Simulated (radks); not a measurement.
Valence configurations of the zinc ion Zn+ (all share [Ar]). Method: Dirac Kohn-Sham, BLYP, spin-unpolarised, spherical densities, finite nucleus; open shells fill j = l - 1/2 first; Fermi nuclear charge, rms radius 3.9283 fm; computed with a radial shooting solver on a logarithmic mesh with Libxc functionals. Energies are relative to 3d10 4s1; eigenvalues in eV.

valence           E (eV)  e(3d3/2)  e(3d5/2)  e(4p1/2)  e(4s1/2)
3d10 4s1           0.000   -19.945   -19.585         -   -14.126
3d9 4s2            7.717   -26.438   -26.050         -   -15.913
3d9.5 4s1.5        3.273   -23.058   -22.684         -   -15.008
3d9 4s1 4p1       14.630   -28.102   -27.713    -9.889   -16.910
3d9.5 4s1 4p0.5    6.536   -23.919   -23.545    -8.957   -15.540
3d10 4p1           6.261   -21.656   -21.295    -8.826         -
3d9 4p2           21.752   -29.655   -29.265   -10.595         -
3d8 4s1 4p2       35.934   -37.012   -36.593   -11.677   -19.538
3d10 4s0.5 4p0.5   3.101   -20.817   -20.457    -8.420   -14.680
3d8.5 4s2 4p0.5   17.046   -30.893   -30.490   -10.077   -17.324

NIST lists [Ar] 3d10 4s1 as the ground configuration; this level of theory agrees among the configurations tried. The energies are those of spherical spin-averaged densities, not of single terms.
